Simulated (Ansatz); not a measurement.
Computed with Ansatz on PBE0-D4/def2-TZVP structures; ΔE is electronic, products minus reactants. CBS: MP2 limit from def2 TZ/QZ plus the TZ coupled-cluster correction, frozen cores. This one scheme is used for every species. DFT in def2-TZVPP. B3LYP here is the variant with VWN-RPA as its local correlation; programs differ in this. Elements past krypton have def2 core potentials. For I outer-core shells are correlated without core-valence functions, which leaves a few kJ/mol of doubt a bond.

`C#CB(F)F` + HI → `FB(F)I` + `C#C`  (ligand exchange at a B–C bond)

```tsv
level	ΔE (kcal/mol)	difference from CCSD(T)/CBS
B3LYP-D4	-0.2	1.5
CAM-B3LYP-D4	0.1	1.8
ωB97X-V	-1.3	0.4
B2PLYP	-0.5	1.2
B3LYP	0.3	2.0
BHLYP	0.4	2.1
CCSD/def2-TZVPP	-0.5	1.2
CCSD(T)/def2-TZVPP	-0.9	0.8
MP2/def2-QZVPP	-2.8	-1.1
HF/CBS(def2)	0.6	2.3
CCSD(T)/CBS	-1.7	0
```

Largest T1 diagnostic among the species: 0.014.

Leaving LDA and LC-ωPBE aside and taking each functional with its dispersion term where it has one, the values, not all of them listed here, spread over 2.5 kcal/mol, from PBE-QIDH to B97M-V. At CCSD(T), def2-SVP lies +3.0 kcal/mol from the extrapolated value and def2-TZVPP +0.8 kcal/mol. In def2-TZVPP, CCSD(T) changes the Hartree–Fock value by −1.5 kcal/mol (the triples alone add −0.3 kcal/mol) and MP2 by −2.9 kcal/mol.
